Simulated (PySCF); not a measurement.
C4H4BNO, SMILES B1(O)C(=CC1)C#N.

The structure is a stationary point at PBE0-D3(BJ)/def2-SVP. This is a generated structure with no PubChem entry under its InChIKey; it may be hypothetical. One conformer was computed; it need not be the lowest.

Two levels are set side by side: TDDFT-PBE/def2-SVPD (PySCF) and TDDFT-CAM-B3LYP/def2-SVPD (PySCF). Vertical, same geometry. The lowest singlet is HOMO−1→LUMO 99 % with PBE and HOMO−1→LUMO 94 % with the other functional; states are paired by order. Differences are taken from unrounded values.

| quantity | TDDFT-CAM-B3LYP |
|---|---|
| lowest singlet excitation (eV) | 5.60 |
| lowest triplet excitation (TDA) (eV) | 3.55 |
| first bright state (f over 0.05) (eV) | 5.72 |
| its oscillator strength | 0.18 |

**Question.** What does TDDFT-PBE give, and how far is it from TDDFT-CAM-B3LYP? (The exact figures need the calculation; the answer reports its results.)

**Answer.** 
```json
[
 {"quantity": "lowest singlet excitation (eV)", "TDDFT-PBE": "4.72", "TDDFT-PBE minus TDDFT-CAM-B3LYP": "-0.89"},
 {"quantity": "lowest triplet excitation (TDA) (eV)", "TDDFT-PBE": "3.46", "TDDFT-PBE minus TDDFT-CAM-B3LYP": "-0.09"},
 {"quantity": "first bright state (f over 0.05) (eV)", "TDDFT-PBE": "5.14", "TDDFT-PBE minus TDDFT-CAM-B3LYP": "-0.59"},
 {"quantity": "its oscillator strength", "TDDFT-PBE": "0.10", "TDDFT-PBE minus TDDFT-CAM-B3LYP": "-0.08"}
]
```

A lower first singlet is the usual sign of a functional without exact exchange. Differences between two approximate levels are no errors against the true value.

Rough cost on one machine, each run with all the roots and properties that it gave: TDDFT-CAM-B3LYP against TDDFT-PBE about 7 times.
